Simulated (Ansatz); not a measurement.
Saddle point of SnNH₇O, singlet (SnH₄O ([OH][SnH3]) + NH₃ → SnNH₅ ([NH2][SnH3]) + H₂O; bonds formed: Sn1–N7, O2–H6; bonds broken: Sn1–O2, H6–N7), PBE0-D4/def2-TZVP structure:

```csv
atom,x (Å),y (Å),z (Å)
Sn1,0.9848,0.4159,-0.1364
O2,-0.0603,-1.3499,0.9244
H3,1.1030,1.8382,-1.1448
H4,1.9634,-0.7514,-0.8913
H5,1.3665,1.0057,1.4221
H6,-0.9802,-0.7248,0.2719
N7,-1.1492,0.1450,-0.5474
H8,-0.0989,-1.3511,1.8824
H9,-1.7419,0.9253,-0.2961
H10,-1.3873,-0.1529,-1.4849
```

Energies are electronic, without zero-point energy. Barriers and step energies count from the start structure reached by relaxing down the imaginary mode; all methods use the PBE0-D4 structures, on which another method's saddle can fall below an end. Computed with Ansatz 0.2.0 (basis: def2-TZVPP, with def2-QZVPP for the basis limit); correlated methods freeze the cores. Filled d shells of the heavier atoms are correlated. Core potentials replace the inner electrons of the atoms past krypton. The def2 sets are not built for correlating such inner shells, so the correlated values are less sure here. B3LYP uses VWN-RPA correlation. Extrapolation: Hartree–Fock as exp(−7.88 √X), correlation as X^−2.97.

```
      method  barrier (kcal/mol)  step energy (kcal/mol)
       SPW92                   ?                    4.96
      PBE-D4               17.49                    5.27
     BLYP-D4                   ?                    5.77
   r2SCAN-D4               19.54                    6.63
      B97M-V                   ?                    8.66
     PBE0-D4               19.96                    5.21
    B3LYP-D4               21.68                    5.68
  r2SCAN0-D4               21.20                    6.10
    BHLYP-D4               24.70                    6.17
CAM-B3LYP-D4               21.95                    5.77
     wB97X-V               22.64                    6.22
     wB97M-V               22.48                    6.20
      B2PLYP               22.43                    5.49
    PBE-QIDH               21.71                    5.23
  RPA on PBE               22.98                    4.88
          HF               32.15                    6.53
         MP2               21.96                    4.60
        CCSD               24.67                    4.91
     CCSD(T)               23.06                    4.87
```

Task: Fill in the withheld barriers. (An estimate is asked for; the value comes from the calculation.)

Result: By the calculation: B97M-V 23.80; SPW92 12.01; BLYP-D4 20.01 kcal/mol. Each is the energy of the saddle less that of the start structure, by the same method.

For comparison, the barrier by CCSD(T) at an estimated basis limit (MP2 extrapolated from triple and quadruple zeta, plus CCSD(T) − MP2 in triple zeta) is 22.52 kcal/mol.

The T1 diagnostic stays at or below 0.013.

Labels in which every atom is bracketed show which atoms are joined, not bond orders.

For scale, one of the runs: CCSD(T)/def2-TZVPP, 210 basis functions, launched by `ansatz run in.yaml --threads 4 --pin off --events-out ev --progress --plain --max-ram 9574MiB`. The run took 70 s on 4 CPU threads of an Arm Neoverse V2 (shared host), with 3.3 GiB of host memory at its peak.
